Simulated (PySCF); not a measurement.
C2H4F2Si, SMILES C=C(F)[SiH2]F.

The structure is a stationary point at TPSSh-D3(BJ)/def2-SVP. The structure was generated by enumeration, and PubChem lists no compound with its InChIKey, so it may never have been made. One conformer was computed; it need not be the lowest.

Level of theory: TDA-PBE/def2-SVPD (PySCF).

Vertical excitations.  State labels are in the subgroup Cs.

**Question.** Give excitation energies, oscillator strengths and character. (An estimate is asked for; the answer gives what the named calculation found.)

**Answer.** 
```
state  symmetry  energy (eV)  λ (nm)      f                                            main pairs
-----  --------  -----------  ------  -----  ----------------------------------------------------
S1           A"         5.66     219  0.000                                     HOMO→LUMO+1 100 %
S2           A"         6.68     185  0.005                                      HOMO−1→LUMO 97 %
S3           A"         6.82     182  0.008                                      HOMO→LUMO+2 99 %
S4           A'         6.88     180  0.161  HOMO−1→LUMO+1 43 %, HOMO→LUMO 33 %, HOMO−2→LUMO 20 %
S5           A'         7.09     175  0.073                  HOMO−2→LUMO 54 %, HOMO−1→LUMO+1 41 %
S6           A"         7.38     168  0.002                                      HOMO→LUMO+3 99 %
S7           A'         7.41     167  0.223  HOMO→LUMO 47 %, HOMO−2→LUMO 22 %, HOMO−1→LUMO+1 15 %
S8           A"         7.50     165  0.002                                    HOMO−2→LUMO+1 99 %
S9           A"         7.60     163  0.024                                      HOMO→LUMO+4 99 %
S10          A'         8.13     153  0.006                                    HOMO−1→LUMO+2 96 %
T1           A'         4.20     295      0                                        HOMO→LUMO 98 %
T2           A"         5.55     223      0                                     HOMO→LUMO+1 100 %
T3           A"         6.07     204      0                                      HOMO−1→LUMO 99 %
T4           A'         6.62     187      0                                    HOMO−1→LUMO+1 98 %
```
Triplets are in the Tamm–Dancoff approximation.
